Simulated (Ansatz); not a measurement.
Born–Oppenheimer molecular dynamics of CH$_{3}$Al$_{2}$O (7 atoms, charge -1, multiplicity 1). It starts from a relaxed structure.

Level of theory: Ansatz 0.2.0, RKS BLYP-D4/6-31G*.

| Property | Result |
| --- | --- |
| ensemble | NVE (velocity Verlet) |
| time step | 1 fs |
| steps asked | 150 |
| starting velocities drawn for | 1000 K |
| seed | 370113 |

Frames 1 fs apart, positions in Å.

Velocities at 10.0 fs (Å/ps):

```
O 0.64 -0.51 -1.17
Al -1.25 -0.81 -1.32
C 5.15 3.07 0.79
Al -1.63 -0.98 3.52
H -18.56 5.46 -23.78
H -1.90 24.26 7.27
H 26.14 -10.20 -33.05
```

```xyz
7
Properties=species:S:1:pos:R:3 time_fs=10.0 energy_less_start_eV=0.418 T=361
O -0.963 -2.653 1.289
Al -0.405 -1.311 0.284
C 0.525 0.544 0.373
Al -0.059 0.396 -1.497
H 1.644 0.308 0.221
H 0.524 1.374 1.043
H -0.781 1.614 -2.433
7
Properties=species:S:1:pos:R:3 time_fs=11.0 energy_less_start_eV=0.380 T=415
O -0.963 -2.653 1.287
Al -0.406 -1.312 0.283
C 0.530 0.547 0.373
Al -0.061 0.395 -1.494
H 1.621 0.311 0.199
H 0.520 1.403 1.055
H -0.754 1.603 -2.465
7
Properties=species:S:1:pos:R:3 time_fs=12.0 energy_less_start_eV=0.378 T=419
O -0.961 -2.651 1.285
Al -0.408 -1.314 0.282
C 0.536 0.550 0.374
Al -0.063 0.394 -1.491
H 1.596 0.309 0.178
H 0.515 1.434 1.071
H -0.726 1.591 -2.495
7
Properties=species:S:1:pos:R:3 time_fs=13.0 energy_less_start_eV=0.407 T=380
O -0.959 -2.648 1.281
Al -0.409 -1.317 0.283
C 0.542 0.553 0.374
Al -0.065 0.394 -1.488
H 1.574 0.302 0.161
H 0.508 1.461 1.085
H -0.697 1.579 -2.523
7
Properties=species:S:1:pos:R:3 time_fs=14.0 energy_less_start_eV=0.420 T=362
O -0.957 -2.645 1.277
Al -0.411 -1.320 0.284
C 0.546 0.558 0.375
Al -0.067 0.393 -1.486
H 1.562 0.289 0.146
H 0.501 1.477 1.094
H -0.667 1.565 -2.548
7
Properties=species:S:1:pos:R:3 time_fs=15.0 energy_less_start_eV=0.390 T=407
O -0.954 -2.640 1.271
Al -0.413 -1.324 0.285
C 0.550 0.564 0.376
Al -0.069 0.393 -1.484
H 1.564 0.269 0.132
H 0.497 1.481 1.094
H -0.636 1.551 -2.571
7
Properties=species:S:1:pos:R:3 time_fs=16.0 energy_less_start_eV=0.333 T=490
O -0.951 -2.634 1.265
Al -0.415 -1.329 0.288
C 0.552 0.571 0.378
Al -0.071 0.392 -1.482
H 1.577 0.245 0.122
H 0.495 1.472 1.087
H -0.605 1.537 -2.592
7
Properties=species:S:1:pos:R:3 time_fs=17.0 energy_less_start_eV=0.294 T=548
O -0.948 -2.627 1.259
Al -0.416 -1.334 0.290
C 0.553 0.579 0.381
Al -0.074 0.392 -1.480
H 1.594 0.218 0.117
H 0.496 1.454 1.075
H -0.574 1.522 -2.612
7
Properties=species:S:1:pos:R:3 time_fs=18.0 energy_less_start_eV=0.301 T=539
O -0.944 -2.619 1.252
Al -0.418 -1.339 0.293
C 0.553 0.587 0.383
Al -0.076 0.391 -1.479
H 1.610 0.192 0.118
H 0.501 1.431 1.062
H -0.543 1.509 -2.629
7
Properties=species:S:1:pos:R:3 time_fs=19.0 energy_less_start_eV=0.339 T=484
O -0.941 -2.612 1.244
Al -0.420 -1.344 0.297
C 0.554 0.594 0.384
Al -0.079 0.391 -1.478
H 1.618 0.169 0.126
H 0.510 1.413 1.053
H -0.513 1.496 -2.645
7
Properties=species:S:1:pos:R:3 time_fs=20.0 energy_less_start_eV=0.358 T=458
O -0.937 -2.604 1.237
Al -0.422 -1.350 0.300
C 0.555 0.599 0.383
Al -0.082 0.391 -1.477
H 1.617 0.151 0.141
H 0.523 1.405 1.056
H -0.483 1.485 -2.659
7
Properties=species:S:1:pos:R:3 time_fs=21.0 energy_less_start_eV=0.331 T=495
O -0.933 -2.596 1.230
Al -0.423 -1.355 0.304
C 0.556 0.602 0.381
Al -0.084 0.390 -1.476
H 1.606 0.137 0.164
H 0.539 1.411 1.071
H -0.455 1.476 -2.673
```

Of the whole run (150 fs, mean temperature of the second half 466 K): The conserved energy stayed within 1.2 meV per atom of its start (net change 0.97 meV per atom), so the integration is sound. The temperature averaged 0.47 of the 1000 K drawn at the start: a run that starts near a minimum puts about half its kinetic energy into the potential. A run of 0.15 ps of so small a system gives no equilibrium averages. Limits of this set-up: an anion without diffuse functions, the dipole of an ion depends on the origin.

Time of the run: 3.7 min on 1 thread of AMD EPYC 7R43 64-Core Processor (Zen 3), on a shared host, peak memory 0.13 GiB.
